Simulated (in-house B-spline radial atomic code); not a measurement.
RPA and G0W0 for Re⁺, [Xe] 4f14 5d5 6s1, highest spin, as one setting changes: the share of exact exchange in the PBE hybrid start. A dash marks a level of low quasi-particle weight. Computed with a B-spline radial code for spherical atoms: all electrons, scalar-relativistic (spin-free one-electron X2C), finite nucleus, each spin shell either full or empty, empty states to l = 9 with an (l + 1/2)⁻⁴ tail; G0W0 by contour deformation at full frequency.

Without the two-electron picture change, the correlation of inner shells comes somewhat too large for so heavy an element.

RPA overbinds a lone outer s electron by self-correlation, and G0W0 tends to as well.

```tsv
share of exact exchange in the PBE hybrid start	mean-field level (eV)	G0W0 level (eV)	RPA correlation (Eh)
0	-13.552	6s up -17.619	-6.6692
0.1	-13.847	6s up -17.580	-6.6163
0.2	-14.141	6s up -17.534	-6.5652
0.3	-14.434	6s up -17.484	-6.5156
0.4	-14.725	6s up -17.430	-6.4674
0.5	-15.014	6s up -17.375	-6.4205
0.6	-15.302	6s up -17.318	-6.3749
0.7	?	?	?
0.8	?	?	?
0.9	-16.156	6s up -17.143	-6.2448
1	-16.437	6s up -17.085	-6.2034
```

Q: What belongs in the row for 0.7?

A: mean-field level (eV): -15.588; G0W0 level (eV): 6s up -17.260; RPA correlation (Eh): -6.3304.

Q: What belongs in the row for 0.8?

A: mean-field level (eV): -15.873; G0W0 level (eV): 6s up -17.202; RPA correlation (Eh): -6.2871.
